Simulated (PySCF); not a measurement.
Vertical excitations of a molecule CH8N2O2Si from TDDFT-CAM-B3LYP/def2-SVPD in PySCF, as energy in eV (oscillator strength): 6.05 (0.008), 6.72 (0.042), 7.11 (0.020), 7.41 (0.012), 7.70 (0.039), 7.92 (0.026), 8.07 (0.015), 8.17 (0.020), 8.28 (0.054), 8.35 (0.000). Lowest triplet (TDA): 5.84 eV. Geometry optimised at B3LYP-D3(BJ)/def2-SVP. One conformer was computed; it need not be the lowest.

### Question
Identify the compound among the candidates.
A) NC[Si](N)(O)O
B) CO[Si](N)(N)O
C) CN[Si](N)(O)O

### Answer
C, CN[Si](N)(O)O
